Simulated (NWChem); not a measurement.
Molecule: C4H5N; SMILES C1=CCN=C1

```xyz
10

C      0.7932     0.9290     0.0000
C     -0.5483     1.0611     0.0000
C     -1.1180    -0.3184     0.0000
N     -0.0062    -1.2381     0.0000
C      1.0557    -0.5133     0.0000
H      1.5438     1.7202     0.0000
H     -1.1260     1.9866     0.0000
H     -1.7621    -0.5116     0.8784
H     -1.7621    -0.5116    -0.8784
H      2.0538    -0.9676     0.0000
```
Atoms are numbered in this order, from 1.

Results from NWChem. Medium grid unless said otherwise, to which SCAN and Minnesota functionals are sensitive. Geometry: optimised at PBE0/def2-SVP.

Among these, which level gives the lowest value of “highest occupied level (eV)”?
A. B3LYP/def2-TZVP
B. LDA (Slater exchange, VWN5)/def2-TZVP
C. PBE/def2-TZVP
D. TPSSh/def2-TZVP

A, B3LYP/def2-TZVP. Values: B3LYP/def2-TZVP -7.18; TPSSh/def2-TZVP -6.74; LDA (Slater exchange, VWN5)/def2-TZVP -6.25; PBE/def2-TZVP -6.14
